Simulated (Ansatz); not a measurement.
Computed with Ansatz on PBE0-D4/def2-TZVP structures; ΔE is electronic, products minus reactants. CCSD(T)/CBS is the MP2 limit (def2-TZVPP, def2-QZVPP) plus CCSD(T) − MP2 in def2-TZVPP, frozen cores. This one scheme is used for every species. DFT in def2-TZVPP. Each species was taken in one conformer, which may not be the lowest.

Consider the ligand exchange at the Si–C bond: `C[SiH2]C=N` + `NB(O)F` → `C[SiH2]OB(N)F` + `C=N`.

CCSD(T)/CBS gives -1.21 eV.

Task: Another level gave -1.12 eV. Which?
A. PBE-D4/def2-TZVPP
B. CCSD/def2-TZVPP
C. PBE0-D4/def2-TZVPP
D. r2SCAN-D4/def2-TZVPP

Result: C. PBE0-D4 -1.12, CCSD/def2-TZVPP -1.25, r2SCAN-D4 -1.19, PBE-D4 -1.04 eV.

Largest T1 diagnostic among the species: 0.012.

From PBE to PBE0 (25 % exact exchange), in def2-TZVPP and without D4, ΔE moves by −0.07 eV. In def2-TZVPP, CCSD(T) changes the Hartree–Fock value by +0.21 eV (the triples alone add +0.04 eV) and MP2 by +0.19 eV.
